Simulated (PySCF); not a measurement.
Correlation energy of Be (beryllium, neutral)

[He] 2s1 2p1, high-spin 3P determinant (an excited configuration). Calculation: PySCF 2.14, in aug-cc-pVQZ with one added diffuse shell each of s, p, d, f, g type (7s6p5d4f3g, 105 functions); the non-relativistic Hamiltonian (point nucleus). Frozen: 1s2; 2 electrons correlated.

Total MP2 correlation energy: -2.88 mhartree.

Same-spin part -2.88 and opposite-spin part 0.00 mhartree; SCS-MP2 scales them by 1/3 and 6/5 to -0.96 mhartree.
